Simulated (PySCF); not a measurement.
PySCF input file for CH5N2S, SMILES C(N)(=S)[NH3+], charge +1, IEF-PCM-ωB97X/def2-SVP. Geometry: B3LYP-D3(BJ)/def2-SVP. The isomer is the one that the SMILES or the coordinates give; other isomers of the formula were not compared. The values are those of a single conformer.

```python
import numpy as np
from pyscf import gto, scf, dft
from pyscf.solvent import pcm

mol = gto.M(
    atom='''
    N     1.24588015   -0.97615329   -0.00000000
    C     0.14424716   -0.21749605   -0.00000000
    N    -1.11813166   -1.09777244    0.00000000
    S    -0.05434158    1.38559507    0.00000000
    H     1.25616471   -1.99195212    0.00000000
    H     2.14719603   -0.50365422    0.00000000
    H    -1.92466638   -0.45350818   -0.00000001
    H    -1.18447571   -1.69897509    0.83856892
    H    -1.18447571   -1.69897509   -0.83856891
    ''',
    basis='def2-SVP',
    charge=1,
    spin=0,
    max_memory=1600,
    verbose=3,
)
mf = dft.RKS(mol, xc='wb97x').density_fit(auxbasis='def2-universal-jkfit')
mf.grids.level = 3
mf.conv_tol = 1e-9
mf.max_cycle = 100
mf.kernel()
res = {}
for name, eps in {'water': 78.355, 'acetone': 20.493, 'cyclohexanone': 15.619}.items():
    s = mf.PCM()
    s.with_solvent.method, s.with_solvent.eps, s.with_solvent.lebedev_order = 'IEF-PCM', eps, 29
    s.kernel(mf.make_rdm1())
    res[name] = (s.e_tot, eps, s.dip_moment(), s.mo_energy, s.converged)
    print(f'{name}: electrostatic solvation free energy {(s.e_tot - mf.e_tot) * 627.509474:.3f} kcal/mol')
```

Program output:

```
converged SCF energy = -548.266392335026

WARN: PCM is an experimental feature. It is still in testing.
Features and APIs may be changed in the future.

converged SCF energy = -548.390850583238

WARN: System has nonzero charge 1; the dipole moment is origin-dependent.
Location of origin: [0. 0. 0.]

Dipole moment(X, Y, Z, Debye): -2.31340, -9.76478,  0.00000
water: electrostatic solvation free energy -78.099 kcal/mol

WARN: PCM is an experimental feature. It is still in testing.
Features and APIs may be changed in the future.

converged SCF energy = -548.385633814338

WARN: System has nonzero charge 1; the dipole moment is origin-dependent.
Location of origin: [0. 0. 0.]

Dipole moment(X, Y, Z, Debye): -2.30770, -9.60780,  0.00000
acetone: electrostatic solvation free energy -74.825 kcal/mol

WARN: PCM is an experimental feature. It is still in testing.
Features and APIs may be changed in the future.

converged SCF energy = -548.383454336156

WARN: System has nonzero charge 1; the dipole moment is origin-dependent.
Location of origin: [0. 0. 0.]

Dipole moment(X, Y, Z, Debye): -2.30517, -9.54393,  0.00000
cyclohexanone: electrostatic solvation free energy -73.458 kcal/mol
```

The calculation finished and met its thresholds.
